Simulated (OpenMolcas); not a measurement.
**Sn2+: from CASSCF to CASPT2**

```json
{
 "Program": "OpenMolcas 26.06",
 "Basis": "ANO-R3 [8s7p5d3f2g1h]",
 "Scalar Hamiltonian": "X2C, finite nucleus",
 "Active space": "2 electrons in 4 orbitals (5s 5p)",
 "State averaging": "2S+1 = 3 even, 3 roots (0 in the spin-orbit step); 2S+1 = 1 even, 1 root; 2S+1 = 3 odd, 3 roots; 2S+1 = 1 odd, 3 roots",
 "Spin-orbit coupling": "state interaction with AMFI integrals over the reference wave functions, term energies averaged over their components"
}
```

Methods on the same reference wave functions:
A. CASSCF
B. SS-CASPT2, IPEA 0.25 Eh, imaginary shift 0.1 Eh (closed shells correlated: 4d)

Energies in cm-1 above 5s2 1S0, the measured ground level; measured values from Moore, Atomic Energy Levels, vol. III, NSRDS-NBS 35 (1971 reprint of NBS Circular 467, 1958).

```json
{"Level": "5s2 1S0", "A": "0.0", "B": "0.0", "Measured": "0.0"}
{"Level": "5s 5p 3P* 0", "A": "49903", "B": "53396", "Measured": "53548"}
{"Level": "5s 5p 3P* 1", "A": "51389", "B": "54829", "Measured": "55196"}
{"Level": "5s 5p 3P* 2", "A": "54692", "B": "58185", "Measured": "59229"}
{"Level": "5s 5p 1P* 1", "A": "86632", "B": "78636", "Measured": "79911"}
```

Deviations, from unrounded energies. A percentage is the sum of absolute deviations over the sum of measured energies, with the sign that they share, or ± where signs differ.

```csv
Against measurement,Levels,A,B
mean absolute deviation (cm-1),4,4700,710
other configurations (%),4,±7.5,-1.1
```

B lies closest to measurement on these levels. The largest miss of B in the table is 5s 5p 1P* 1, by -1300 cm-1. The ranking rests on the paired levels alone, and a cruder setting can come out closer through cancelling errors.

The lowest spin-free term lies below A's lowest term by 0.469 hartree in B.

Some high roots are left out of the spin-orbit mixing, which shifts the levels that they would mix with. Measured partners are found by configuration, term and J. A level has none where our copy of the source lacks it or the pairing is in doubt (some pairs that miss far off the trend of their configuration count as doubtful), and it then counts in no deviation. Only configurations of the active space appear.

* marks odd parity.
